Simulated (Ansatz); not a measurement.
A nudged elastic band was laid between two geometries of ClH8NO3SiSn (15 atoms, charge 0, multiplicity 1).

Computed with RHF/def2-SVP (Ansatz 0.2.0).

| Quantity | Value |
| --- | --- |
| movable images | 7 |
| climbing image | yes |
| spring | 5.0 eV/Å² |
| optimiser | quadratic models (default) |
| start path | through a guess of the saddle point |
| force threshold | 0.05 eV/Å |
| iteration limit | 60 |
| end points | relaxed |

First end point:

```xyz
15
Properties=species:S:1:pos:R:3
Sn 0.046 0.091 0.260
Cl -0.266 -0.336 2.566
O 1.818 -0.300 -0.471
H 1.868 -1.117 -0.948
O -1.058 1.496 -0.537
H -1.797 1.188 -1.043
O -0.914 -1.464 -0.468
H -1.315 -2.059 0.147
N 1.254 1.990 0.931
H 2.168 1.748 0.570
Si 0.716 3.622 0.385
H 0.756 3.673 -1.081
H -0.597 3.908 0.977
H 1.699 4.594 0.923
H 1.322 1.940 1.937
```

Last end point:

```xyz
15
Properties=species:S:1:pos:R:3
Sn 0.282 0.333 -0.519
Cl -0.241 0.637 3.561
O 1.523 -0.407 -1.814
H 1.582 -1.350 -1.870
O -1.189 1.274 -1.362
H -1.737 0.844 -1.999
O -0.311 -1.214 0.493
H -0.623 -1.092 1.378
N 1.142 1.772 0.599
H 2.118 1.585 0.765
Si 0.761 3.486 0.566
H 1.025 4.124 -0.745
H -0.661 3.669 0.916
H 1.621 4.134 1.584
H 0.409 1.180 2.597
```

What changes between the two ends?

Bonds broken: Sn1–Cl2, N9–H15. Bonds formed: Cl2–H15. ClH8NO3SiSn becomes ClH + H7NO3SiSn.

Give the energies along the band, and the barrier.

The run converged. The highest image is number 6 of 0 to 8, 1.74 eV above the first end and 0.32 eV above the last; the last end lies 1.42 eV above the first. A vibrational analysis at the climbing image gives one clearly imaginary mode, 1202i cm⁻¹, and a faint second one (15i cm⁻¹) that may be numerical noise or a soft torsion: probably a first-order saddle point. The orbitals stay closed-shell, which can raise the energy where a bond breaks towards radicals; this wasn't checked here.

| image | path coordinate (Å) | energy (eV) | Sn1–Cl2 (Å) | N9–H15 (Å) | Cl2–H15 (Å) |
| --- | --- | --- | --- | --- | --- |
| 0 | 0.00 | 0.00 | 2.37 | 1.01 | 2.85 |
| 1 | 0.92 | 0.11 | 2.38 | 1.01 | 2.73 |
| 2 | 1.84 | 0.30 | 2.41 | 1.01 | 2.73 |
| 3 | 2.76 | 0.42 | 2.44 | 1.01 | 2.75 |
| 4 | 3.67 | 0.50 | 2.48 | 1.01 | 2.61 |
| 5 | 4.59 | 0.96 | 2.82 | 1.03 | 2.08 |
| 6 | 5.51 | 1.74 | 3.41 | 1.37 | 1.49 |
| 7 | 6.91 | 1.45 | 3.99 | 2.16 | 1.29 |
| 8 | 8.32 | 1.42 | 4.12 | 2.21 | 1.28 |

What is the geometry of the highest image?


```xyz
15
Properties=species:S:1:pos:R:3:forces:R:3
Sn 0.285 0.217 -0.393 -0.01 0.00 0.00
Cl -1.008 0.897 2.684 0.00 0.00 -0.02
O 1.616 -0.001 -1.777 0.00 0.00 -0.01
H 1.601 -0.784 -2.307 0.00 0.00 0.00
O -1.324 0.954 -1.172 0.00 -0.01 -0.01
H -2.102 1.002 -0.635 0.00 0.00 0.02
O 0.104 -1.468 0.533 0.01 0.00 0.01
H -0.335 -1.415 1.373 0.00 -0.01 -0.01
N 1.036 1.676 0.878 0.03 0.03 -0.01
H 1.959 1.415 1.197 0.00 0.00 0.00
Si 0.947 3.429 0.530 0.01 -0.02 0.00
H 1.629 3.742 -0.742 0.00 0.00 0.00
H -0.477 3.793 0.449 0.00 0.00 0.00
H 1.616 4.125 1.646 0.00 0.00 0.00
H 0.152 1.391 1.887 -0.04 0.00 0.03
```

The band took 32 iterations and about 22 core-minutes.

Run time: 6 min on 4 threads of Intel(R) Xeon(R) 6975P-C (Granite Rapids), with other jobs on the host, peak memory 0.54 GiB.
